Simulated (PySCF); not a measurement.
Au2, optimised at PBE0/def2-TZVP:

```xyz
2

Au     0.0027    -0.9302     0.8529
Au    -0.0027     0.9302    -0.8529
```

Computed with PySCF (xtb for GFN2) and rigid-rotor harmonic-oscillator thermochemistry at 1 bar. All species are closed-shell singlets. Au: scalar-relativistic def2 core potential, no spin-orbit coupling.

**Question.** List the harmonic frequencies (cm⁻¹, unscaled) at this level and at the other levels, each on its own geometry.

**Answer.** 
- PBE0/def2-TZVP: 175
- GFN2-xTB: 188
- PBE/def2-SVP: 168
